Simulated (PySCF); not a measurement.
Run record: core-ionisation job, Cu2H2.

Method: delta-SCF UKS SCAN, pcX-2 on the ionised atom (unc-x2c-TZVPall on a metal), pcseg-1 elsewhere, spin-free X2C (PySCF 2.14.0). Geometry: PBE0-D3(BJ)/def2-SVP. A driver script takes a list of jobs; this job's settings line and coordinates (Å) are shown.

Input:
```
{"job": {"kind": "xps", "metal_2p": true}, "charge": 0, "multiplicity": 1}
Cu    -0.778372    -0.044666     0.744554
H      0.505772     1.164560     0.601757
Cu     0.777427     0.042500    -0.745985
H     -0.504827    -1.162394    -0.600326
```

Output:
```
ground state, core basis on atom 0 (Cu), 136 functions
  cycle   1  E = -3296.83098995  |g| = 8.63e+00
  cycle   2  E = -3297.14836526  |g| = 1.01e+01
  cycle   3  E = -3300.76848598  |g| = 7.04e+00
  cycle   4  E = -3273.72974744  |g| = 1.04e+01
  cycle   5  E = -3304.48000828  |g| = 4.57e+00
  cycle   6  E = -3305.93278176  |g| = 3.18e+00
  cycle   7  E = -3307.85794155  |g| = 7.81e-01
  cycle   8  E = -3307.90286811  |g| = 4.79e-01
  cycle   9  E = -3307.92793473  |g| = 3.16e-02
  cycle  10  E = -3307.92807385  |g| = 1.76e-02
  cycle  11  E = -3307.92812389  |g| = 5.22e-03
  cycle  12  E = -3307.92812709  |g| = 1.11e-03
  cycle  13  E = -3307.92812629  |g| = 3.93e-04
  E(ground) = -3308.03871160 Eh
hole in Cu 2p of atom 0
  cycle   1  E = -3272.12207355  |g| = 4.18e+00
  cycle   2  E = -3267.78202525  |g| = 6.08e+00
  cycle   3  E = -3271.92049037  |g| = 1.81e+00
  cycle   4  E = -3267.42377846  |g| = 4.35e+00
  cycle   5  E = -3273.01993789  |g| = 9.13e-01
  cycle   6  E = -3273.17343513  |g| = 4.52e-01
  cycle   7  E = -3273.24129456  |g| = 1.11e-01
  cycle   8  E = -3273.24823407  |g| = 6.21e-02
  cycle   9  E = -3273.24929472  |g| = 2.09e-02
  cycle  10  E = -3273.24942364  |g| = 2.86e-03
  cycle  11  E = -3273.24943082  |g| = 4.85e-04
  E(ion) = -3273.31719603 Eh   <S^2> = 0.7522   hole on atom = 1.000   binding energy = 944.821 eV
  2p3/2 = 937.896 eV   2p1/2 = 958.563 eV
```

Cycles run on a coarse grid; E(ground) and E(ion) are re-evaluated on a finer one, so they differ from the last cycle. For a 2p shell the printed binding energy is that of one 2p hole without spin–orbit coupling; the 2p3/2 and 2p1/2 values follow from a further step that adds the ground-state splitting of the three 2p orbitals and a mean-field spin–orbit operator, and the shell mean corrects the one hole to the average of the three. Atoms in this output count from 0.

Main results: Cu2p of Cu1 944.79 eV (mean of the 2p shell); one atom stands for each set of equivalent ones.

Geometry: PBE0-D3(BJ)/def2-SVP; no solvent, vibrations or thermal averaging. Metal 2p energies of this one-determinant scheme are less reliable than its 1s energies.

Hardware: an Arm Neoverse V2 with one thread, no GPU, shared host. Cost: 4.0 s.
Labels such as C1 count atoms from 1, the log's own numbers from 0.
